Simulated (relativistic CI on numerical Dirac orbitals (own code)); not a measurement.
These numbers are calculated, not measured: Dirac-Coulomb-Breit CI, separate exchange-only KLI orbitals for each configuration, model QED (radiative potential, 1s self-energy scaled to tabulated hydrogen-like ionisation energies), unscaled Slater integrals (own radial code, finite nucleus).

The strongest absorption lines from the ground level of an ion, among the configurations computed and to levels below about 9290 eV (vacuum wavelength in Å, gf): 1.3351 (0.015), 1.3515 (0.026), 1.3828 (0.053), 1.3834 (0.0062), 1.4555 (0.14), 1.4573 (0.016), 1.7122 (0.71), 1.7209 (0.078).

**Question.** Which ion is it?
A. Ga XXX
B. V XXII
C. Mn XXIV
D. Co XXVI

**Answer.** D. Co XXVI has 2 electrons and the ground level 1s2 1S_0; the strongest line goes to 1s 2p 1P°_1. The pattern of lines fixes the number of electrons, and along that sequence the line energies rise steadily with the charge (about as its square where n changes within one kind of shell, about linearly where n is kept but much faster in heavy ions where fine structure, which grows about as Z⁴, sets the gap, and irregularly where shells cross), which fixes Z. Configurations outside the model, such as inner-shell arrays, can give stronger lines. At this charge energies of transitions that change n are usually good to better than 1 %, and those within a shell (Δn = 0) to a few per cent.

LS names give the leading component of a level, which can be under half, so a name can repeat, a term be missing and a line seem to break the LS rules.
